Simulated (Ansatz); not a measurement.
C2H9NSi2, SMILES `N=CC[SiH2][SiH3]` at its PBE0-D4/def2-TZVP geometry, where that method's forces vanish. Total charge 0; spin multiplicity 1.

```xyz
14

N    -0.8032    1.8249   -1.3963
C    -0.9878    1.5289   -0.1803
C    -1.3560    0.2049    0.3952
Si    0.1649   -0.6744    1.1174
Si    1.7880   -1.0076   -0.5361
H    -0.9780    1.0169   -1.9988
H    -0.8253    2.3293    0.5495
H    -1.7957   -0.4441   -0.3683
H    -2.0807    0.3235    1.2072
H     0.7265    0.1485    2.2247
H    -0.2694   -1.9805    1.6866
H     2.4074    0.2811   -0.9393
H     1.1601   -1.6330   -1.7331
H     2.8491   -1.9185   -0.0284
```

What forces (eV/Å) does ωB97M-V/def2-TZVPP give on these atoms in Ansatz 0.2.0? (An estimate is asked.)

The calculation gave: 
```
N1   0.010 -0.027 -0.076
C2   0.041  0.223  0.065
C3  -0.057 -0.241  0.105
Si4  0.032 -0.054  0.097
Si5  0.070 -0.007 -0.064
H6  -0.003  0.021  0.044
H7  -0.011 -0.058 -0.068
H8   0.018  0.050  0.042
H9   0.043  0.003 -0.086
H10 -0.060 -0.080 -0.119
H11  0.047  0.143 -0.064
H12 -0.070 -0.145  0.046
H13  0.062  0.069  0.132
H14 -0.122  0.103 -0.055
```
